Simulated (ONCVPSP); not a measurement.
# Rb (Z = 37): excitation energies, all-electron against ONCV

Rb (Z = 37), optimised norm-conserving Vanderbilt (ONCV), made with ONCVPSP 4.0.1 (LDA (Perdew-Wang 92), scalar-relativistic). Core [Ar] 3d10, reference 4s2 4p6 5s1. Waves: 4s+5s: rc 1.95 bohr, ncon 4, nbas 8, qcut 7.6 1/bohr, 2 projectors; 4p: rc 1.95 bohr, ncon 5, nbas 9, qcut 8.5 1/bohr, 2 projectors, debl 3.5 Ha; d scattering state at 0.37 Ha: rc 1.55 bohr, ncon 5, nbas 8, qcut 7.1 1/bohr, 2 projectors, debl 0.8 Ha. Local part: polynomial inside 1.35 bohr (lpopt 3, dvloc0 0 Ha). Core correction: polynomial model core, fcfact 0.35.

Energies are relative to the spin-unpolarised reference configuration 4s2 4p6 5s1; without spin polarisation the order of configurations can differ from experiment.

**Question.** Give the all-electron excitation energy and the error of the potential for: 4s2 4p6 5s0; 4s2 4p6 5s0.5; 4s2 4p6 5s0 5p1; 4s1 4p6 5s1.

**Answer.**

```tsv
valence configuration	charge	ΔE all-electron (eV)	error AE − PS (meV)
4s2 4p6 5s0	+1	4.274	-0.1
4s2 4p6 5s0.5	+0.5	1.658	0.0
4s2 4p6 5s0 5p1	0	1.618	+0.1
4s1 4p6 5s1	+1	37.841	-26
```

Note: ghosts flagged at negative energy: d at -41.0 eV; GHOST(+) flagged for s at 225.0 eV. A true bound ghost makes a file unfit for plane-wave use.
